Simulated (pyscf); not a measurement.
**F–GeH₂• (SMILES [F][GeH2]), doublet**

Gas-phase minimum from PySCF at ωB97X-D3(BJ)/def2-SVP, one conformer. 

SMILES: [GeH2][F]
```xyz
4

F      1.5713    -0.6973    -0.7011
Ge    -0.0174    -0.0164    -0.4297
H      0.0525     1.4411    -0.9481
H     -0.9982    -0.8914    -1.2486
```
Charge 0, spin multiplicity 2.

Bond lengths (Å): F1–Ge2 1.750, Ge2–H3 1.549, Ge2–H4 1.549. Bond angles (°): F1–Ge2–H3 105.9, F1–Ge2–H4 105.9, H3–Ge2–H4 112.5.

Properties at ωB97X-D3(BJ)/def2-SVP:

```
Property                                                                                                                                             Value
---------------------------------------------------------------------------------------------------------------------  -----------------------------------
Harmonic wavenumbers, unscaled                                                                                         646, 713, 733, 850, 2093, 2137 cm⁻¹
Zero-point energy                                                                                                                            10.3 kcal/mol
Rotational symmetry number                                                                                                                               1
Entropy of this conformer at 298 K and 1 atm, rigid rotor and harmonic oscillator, modes under 100 cm⁻¹ raised to 100                      262.9 J/(mol K)
Dipole moment                                                                                                                                       2.03 D
Spin expectation value S2                                                                                                                            0.752
```

Single-point totals, which compare only within one level (frozen core for MP2 and CC):

| level | total energy (hartree) |
|---|---|
| ωB97X-D3(BJ)/def2-TZVP | -2178.03246 |
| PBE/def2-TZVP | -2177.66213 |
| r²SCAN/def2-TZVP | -2178.02570 |
| B3LYP-D3(BJ)/def2-TZVP | -2178.12872 |
| PBE0-D3(BJ)/def2-TZVP | -2177.71683 |
| M06-2X/def2-TZVP | -2178.04467 |
| ωB97M-D3(BJ)/def2-TZVP | -2178.10989 |
| UHF/def2-TZVPP | -2176.01209 |
| MP2/def2-TZVPP | -2176.50148 |
| CCSD/def2-TZVPP | -2176.51037 |
| CCSD(T)/def2-TZVPP | -2176.52562 |

The CCSD(T) − MP2 part came from Ansatz, without density fitting, on the same reference. The frozen core leaves the outer d or s,p core shells of the metals and heavy elements correlated in the MP2 and CC values, and def2-TZVPP describes them poorly, so these totals are far from the basis limit. Elements up to Kr have no core potential and no relativistic terms here.
